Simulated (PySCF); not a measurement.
# Ionisation energy of Ca⁺ by level of theory

Ca⁺ [Ar] 4s1 (2S) → Ca²⁺ [Ar] (1S), as a difference of total energies. All numbers are calculated (PySCF 2.14, the spin-free X2C one-electron Hamiltonian (Gaussian nucleus), in aug-cc-pwCVTZ-X2C). Correlated levels: valence and next inner shell: [Ne] frozen; nothing frozen. The calculations carry no spin-orbit coupling.

| method | ionisation energy (eV) | error (eV) |
| --- | --- | --- |
| UHF | 11.357 | -0.515 |
| LDA | 12.165 | +0.293 |
| PBE | 12.035 | +0.163 |
| PBE0 | 11.920 | +0.048 |
| r2SCAN | 11.717 | -0.155 |
| HSE06 | 11.939 | +0.067 |
| BLYP | 12.108 | +0.236 |
| PW91 | 12.076 | +0.204 |
| M06-L | 11.086 | -0.786 |
| MP2 (valence and next inner shell) | 11.826 | -0.046 |
| SCS-MP2 (valence and next inner shell) | 11.734 | -0.138 |
| MP2 (all electrons) | 11.834 | -0.038 |
| SCS-MP2 (all electrons) | 11.740 | -0.132 |

Reference: 11.872 eV (measured; NIST Atomic Spectra Database, ionization energies).

Errors of the correlated levels include the incompleteness of this basis and the frozen core.
